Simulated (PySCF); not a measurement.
This PySCF input asks for the NMR shieldings of SMILES C(#C[CH2][Al@H-]([N+]#C)[Cl])C, C5H7AlClN; the geometry comes from GFN2-xTB.

```python
import basis_set_exchange as bse
import numpy as np
from pyscf import gto, dft
from pyscf.prop import nmr

atoms = """
C     3.977348    0.716194   -0.308969
N     3.040046    0.363509    0.249226
Al    1.199997   -0.343494    0.528568
Cl    1.407132   -2.300295   -0.012715
C     0.393324    0.975057   -0.787276
C    -0.892633    0.363579   -0.515564
C    -1.936382   -0.181074   -0.251872
C    -3.234337   -0.773408    0.002849
H     4.836731    1.056587   -0.823314
H     0.947296   -0.050952    2.009326
H     0.594924    0.942106   -1.861980
H     0.372559    2.021527   -0.472179
H    -3.652026   -0.372435    0.926466
H    -3.918923   -0.553981   -0.817845
H    -3.139471   -1.854932    0.102057
"""
names = dict.fromkeys(["C", "N", "Al", "Cl", "H"], "pcSseg-1")
basis = {el: gto.basis.parse(bse.get_basis(n, elements=[el], fmt="nwchem")) for el, n in names.items()}
mol = gto.M(atom=atoms, basis=basis, charge=0, verbose=0)
mf = dft.RKS(mol, xc="PBE0")
mf.grids.level = 2
mf.grids.alignment = dft.numint.BLKSIZE   # the property module wants whole blocks of grid points
mf.conv_tol = 1e-9
mf.kernel()

calc = nmr.RKS(mf)   # GIAO
C = mf.mo_coeff
Co = C[:, mf.mo_occ > 0]
resp = mf.gen_response(singlet=True, hermi=2)
def vind(x):   # induced exchange potential for any number of trial vectors
    d = np.einsum("pi,xij,qj->xpq", C, 2 * x.reshape(-1, C.shape[1], Co.shape[1]), Co, optimize=True)
    return np.einsum("xpq,pi,qj->xij", resp(d - d.transpose(0, 2, 1)), C, Co, optimize=True).ravel()
mo1, _ = nmr.rhf.solve_mo1(calc, with_cphf=vind)
sigma = calc.kernel(mo1)
for i, s in enumerate(sigma):   # ppm
    print("%2d %-2s %9.2f" % (i, mol.atom_pure_symbol(i), np.trace(s) / 3))
```

Q: What are the results?

A: 
```
 0 C      61.09
 1 N      12.83
 2 Al    462.61
 3 Cl   1010.73
 4 C     180.69
 5 C     100.45
 6 C     100.07
 7 C     181.30
 8 H      27.34
 9 H      28.16
10 H      30.54
11 H      30.51
12 H      29.77
13 H      29.66
14 H      29.69
```

These numbers come from an equivalent density-fitted implementation of the same equations, which agrees with the script to about 0.01 ppm for H and up to a few tenths of a ppm for heavy atoms, so last digits may differ.

Size and cost of the density-fitted run: 185 basis functions, 39 s wall time on 1 thread of an Arm Neoverse V2, shared host; peak memory 0.96 GiB.
